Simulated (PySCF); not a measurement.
This PySCF input asks for the NMR shieldings of SMILES [SiH3]CS[SiH]1CC=CC1, C$_{5}$H$_{12}$SSi$_{2}$; the geometry comes from GFN2-xTB.

```python
import basis_set_exchange as bse
import numpy as np
from pyscf import gto, dft
from pyscf.prop import nmr

atoms = """
Si    2.972709   -0.264607    1.029209
C     2.515288    1.170119   -0.134553
S     0.827963    1.821332    0.145680
Si   -0.386054    0.284374   -0.727453
C    -0.870246   -1.173169    0.404632
C    -2.370072   -1.142889    0.379851
C    -2.985885   -0.162312   -0.256174
C    -2.173277    0.893938   -0.938753
H     4.415538   -0.477201    0.902508
H     2.610925    0.095615    2.396644
H     2.245496   -1.459625    0.596238
H     2.587054    0.896645   -1.185219
H     3.163943    2.027676    0.031403
H     0.264506   -0.138123   -1.972871
H    -0.516364   -1.062282    1.432575
H    -0.508361   -2.141564    0.055990
H    -2.905567   -1.925546    0.897768
H    -4.062999   -0.085394   -0.296344
H    -2.476446    0.989562   -1.981164
H    -2.353299    1.864128   -0.472728
"""
names = dict.fromkeys(["Si", "C", "S", "H"], "pcSseg-1")
basis = {el: gto.basis.parse(bse.get_basis(n, elements=[el], fmt="nwchem")) for el, n in names.items()}
mol = gto.M(atom=atoms, basis=basis, charge=0, verbose=0)
mf = dft.RKS(mol, xc="PBE0")
mf.grids.level = 2
mf.grids.alignment = dft.numint.BLKSIZE   # the property module wants whole blocks of grid points
mf.conv_tol = 1e-9
mf.kernel()

calc = nmr.RKS(mf)   # GIAO
C = mf.mo_coeff
Co = C[:, mf.mo_occ > 0]
resp = mf.gen_response(singlet=True, hermi=2)
def vind(x):   # induced exchange potential for any number of trial vectors
    d = np.einsum("pi,xij,qj->xpq", C, 2 * x.reshape(-1, C.shape[1], Co.shape[1]), Co, optimize=True)
    return np.einsum("xpq,pi,qj->xij", resp(d - d.transpose(0, 2, 1)), C, Co, optimize=True).ravel()
mo1, _ = nmr.rhf.solve_mo1(calc, with_cphf=vind)
sigma = calc.kernel(mo1)
for i, s in enumerate(sigma):   # ppm
    w = np.linalg.eigvalsh((s + s.T) / 2)
    print("%2d %-2s iso %8.1f  s11 %8.1f  s22 %8.1f  s33 %8.1f" % (i, mol.atom_pure_symbol(i), w.mean(), *w))
```

**Question.** Give the expected output.

**Answer.** 
```
 0 Si iso    415.8  s11    376.6  s22    410.7  s33    460.2
 1 C  iso    176.8  s11    161.5  s22    171.5  s33    197.3
 2 S  iso    655.8  s11    572.2  s22    593.1  s33    802.1
 3 Si iso    329.2  s11    279.1  s22    340.2  s33    368.4
 4 C  iso    158.5  s11    141.8  s22    153.2  s33    180.5
 5 C  iso     48.3  s11    -60.6  s22     65.6  s33    139.9
 6 C  iso     49.7  s11    -58.8  s22     65.3  s33    142.6
 7 C  iso    166.9  s11    152.5  s22    158.3  s33    189.9
 8 H  iso     27.5  s11     23.6  s22     24.9  s33     34.1
 9 H  iso     27.9  s11     24.9  s22     26.2  s33     32.6
10 H  iso     27.9  s11     23.8  s22     28.5  s33     31.3
11 H  iso     29.9  s11     24.1  s22     28.9  s33     36.8
12 H  iso     29.8  s11     23.0  s22     27.8  s33     38.5
13 H  iso     26.6  s11     23.5  s22     24.8  s33     31.4
14 H  iso     30.0  s11     25.4  s22     29.4  s33     35.3
15 H  iso     29.8  s11     25.5  s22     28.6  s33     35.4
16 H  iso     25.6  s11     23.1  s22     26.5  s33     27.2
17 H  iso     25.7  s11     23.2  s22     26.4  s33     27.4
18 H  iso     29.8  s11     25.1  s22     27.6  s33     36.8
19 H  iso     30.0  s11     25.3  s22     29.0  s33     35.9
```

These numbers come from an equivalent density-fitted implementation of the same equations, which agrees with the script to about 0.01 ppm for H and up to a few tenths of a ppm for heavy atoms, so last digits may differ.

**Question.** Turn these shieldings into chemical shifts. Chemical shifts δ = σref − σ; $^{29}$Si (σref 349.16), $^{13}$C (σref 186.93), $^{1}$H (σref 31.72) against TMS; CS2 for $^{33}$S (σref 503.73), all at this level.

**Answer.** Averaging equivalent atoms: Si 3: 20.0; Si 0: -66.7; C 5/6: 137.9; C 4/7: 24.2; C 1: 10.1; S 2: -152; H 16/17: 6.08; H 13: 5.16; H 8/9/10: 3.96; H 15/18: 1.89; H 11/12: 1.88; H 14/19: 1.68 ppm. 

Size and cost of the density-fitted run: 217 basis functions, 87 s wall time on 1 thread of an Arm Neoverse N1, shared host; peak memory 0.94 GiB.
